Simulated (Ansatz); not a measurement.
Program: Ansatz. Geometries: PBE0-D4/def2-TZVP. ΔE: electronic, gas phase. CBS: MP2 limit from def2 TZ/QZ plus the TZ coupled-cluster correction, frozen cores. For Br, Ga outer-core shells are correlated without core-valence functions, which leaves a few kJ/mol of doubt a bond. Scalar relativity is left out up to krypton. Each species was taken in one conformer, which may not be the lowest.

Consider the redistribution: `[OH][Ga]([Br])[O][SiH3]` + `[NH2][GaH][O][SiH3]` → `[SiH3][O][GaH][Br]` + `[NH2][GaH][O][SiH2]O`.

`[OH][Ga]([Br])[O][SiH3]`:

Z-matrix (Å, degrees):
```
Si
O 1 1.639
H 1 1.488 2 111.2
H 1 1.487 2 110.1 3 120.6
H 1 1.485 2 108.4 3 -120.1
Ga 2 1.766 1 138.4 3 -27.3
Br 6 2.256 2 121.2 1 0.4
O 6 1.766 2 118.7 1 -179.6
H 8 0.961 6 112.3 2 0.1
```

`[NH2][GaH][O][SiH3]`:

Z-matrix (Å, degrees):
```
Si
O 1 1.625
H 1 1.489 2 110.2
H 1 1.489 2 110.2 3 119.7
H 1 1.493 2 111.6 3 -120.1
Ga 2 1.786 1 139.8 3 120.1
N 6 1.801 2 112.1 1 179.6
H 6 1.548 2 121.1 1 -0.5
H 7 1.004 6 124.5 2 180.0
H 7 1.005 6 122.7 2 -0.0
```

`[SiH3][O][GaH][Br]`:

```xyz
8

Si   -0.114   -0.328   -1.339
O    -0.123   -0.738    0.248
Ga    0.088    0.079    1.801
Br    0.486    2.322    1.657
H    -1.160    0.688   -1.633
H     1.209    0.223   -1.739
H    -0.389   -1.554   -2.131
H     0.003   -0.693    3.135
```

`[NH2][GaH][O][SiH2]O`:

Cartesian coordinates in Å:
```
N 1.456 -1.122 -0.794
Ga -0.262 -1.618 -0.565
O -1.287 -0.338 0.165
Si -1.055 1.230 0.490
O 0.539 1.598 0.743
H 1.755 -0.184 -0.580
H 2.164 -1.675 -1.243
H -0.907 -2.985 -0.881
H -1.835 1.579 1.707
H -1.449 2.068 -0.667
H 0.881 1.447 1.625
```

```csv
species,MP2/CBS(def2) energy (Eh)
`[OH][Ga]([Br])[O][SiH3]`,-4939.19335
`[NH2][GaH][O][SiH3]`,-2346.53692
`[SiH3][O][GaH][Br]`,-4863.98227
`[NH2][GaH][O][SiH2]O`,-2421.77372
```

Problem. Work out ΔE.

Solution. ΔE = (-4863.98227) + (-2421.77372) − (-4939.19335) − (-2346.53692) = -0.02572 Eh = -67.5 kJ/mol. CCSD(T)/CBS gives -68.1 kJ/mol.

Largest T1 diagnostic among the species: 0.014.

The D4 term adds −4.6 kJ/mol with B3LYP and −2.4 kJ/mol with PBE0; it sums over pairs of atoms, weighted by their polarisabilities, and B3LYP, whose exchange is more repulsive, gets the larger term.

B3LYP here is the variant with VWN-RPA as its local correlation; programs differ in this.
